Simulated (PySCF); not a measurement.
GaCl2(OH).
Cartesian coordinates in Å at the PBE0-D3(BJ)/def2-SVP level; atoms count from 1:
```
atom  x, y, z in Å
Ga1    0.3057    0.2429   -0.0622
Cl2    2.4126    0.3762   -0.2282
Cl3   -0.8871    1.9909   -0.3041
O4    -0.4347   -1.3245    0.2696
H5    -1.3966   -1.2854    0.3249
```

Method used: PBE0-D3(BJ)/def2-SVP geometry optimisation, gas phase (PySCF 2.14.0).

Which atoms are bound to Ga1, and at what distances?

3 atoms: O4 1.765 Å, Cl2 2.118 Å, Cl3 2.130 Å. The nearest atom not counted as bound is H5, at 2.32 Å.

List the angles at Ga1.

| angle | degrees | distance of the outer atoms (Å) |
| --- | --- | --- |
| Cl3–Ga1–O4 | 121.0 | 3.39 |
| Cl2–Ga1–Cl3 | 119.8 | 3.67 |
| Cl2–Ga1–O4 | 119.2 | 3.35 |

What is the shape at Ga1?

Planar: angles 121.0°, 119.8° and 119.2°, sum 360.0°, 0.00 Å off the plane of its three neighbours. The Ga–Cl distances aren't all alike: 2.118 to 2.130 Å.

What are the other bond lengths?

O4–H5 0.964 Å.

What are the rotational constants (commonest isotopes, rigid rotor)?

A = 4162, B = 2134, C = 1411 MHz: an asymmetric top.

Point group: Cs (every atom within 0.08 Å of its image). Charge 0, singlet. Whether it is a minimum is left open (no frequencies).

The run took 32 s wall on x86-64 server, one thread, no GPU, on a shared host. This is the geometry optimisation.

One conformer stands for the species.
